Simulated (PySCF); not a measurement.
Species: WO₃ (singlet state).
Cartesian coordinates in Å at the PBE0-D3(BJ)/def2-SVP level; atoms count from 1:
```xyz
4
WO3 angstrom
W     -0.0042    0.0034    0.4897
O      1.5874   -0.0241   -0.1491
O     -0.7715    1.3839   -0.1797
O     -0.8118   -1.3631   -0.1609
```

Level of theory: TDDFT wB97X-D/def2-SVPD, vertical, gas phase, core orbitals frozen in the response, def2 core potentials past Kr in PySCF. Spin–orbit coupling is left out.

Transition dipole moments from the ground state, in atomic units and in the frame of the coordinates above (overall signs are arbitrary), for the states with f of 0.002 or more among the lowest 9:

| state | E (hartree) | μx | μy | μz |
| --- | --- | --- | --- | --- |
| S2 | 0.1134 | 0.233 | 0.258 | 0.000 |
| S3 | 0.1134 | 0.258 | -0.233 | 0.004 |
| S4 | 0.1434 | 0.002 | -0.002 | -0.214 |
| S7 | 0.1935 | 0.050 | 0.292 | -0.002 |
| S8 | 0.1935 | 0.292 | -0.050 | 0.002 |
| S9 | 0.1983 | -0.002 | 0.002 | 0.320 |

Question: Work out the oscillator strengths.

Answer: f = (2/3) ΔE |μ|² with ΔE in hartree (27.2114 eV).

| state | \|μ\|² (au) | \|μ\| (D) | f |
| --- | --- | --- | --- |
| S2 | 0.121 | 0.88 | 0.009 |
| S3 | 0.121 | 0.88 | 0.009 |
| S4 | 0.046 | 0.54 | 0.004 |
| S7 | 0.088 | 0.75 | 0.011 |
| S8 | 0.088 | 0.75 | 0.011 |
| S9 | 0.103 | 0.81 | 0.014 |

Question: The point group is C3v. Which irreducible representation does each state belong to?

Answer: The ground state is totally symmetric, so the direction of μ fixes the label. Polarised along the main axis, so A1: S4 and S9. Polarised across the main axis, so E: S2, S3, S7 and S8.

Question: What peak molar absorption coefficient would the strongest computed level give as a lone Gaussian band 0.3 eV wide at half height?

Answer: ε(max) = 2.175×10⁸ f / FWHM, with the width in cm⁻¹. S7/S8 (f summed): 2.175×10⁸ × 0.0227 / 2420 ≈ 2000 L mol⁻¹ cm⁻¹.

S2/S3 and S7/S8 coincide within about 0.01 eV; within a degenerate level the directions of the single components are arbitrary.
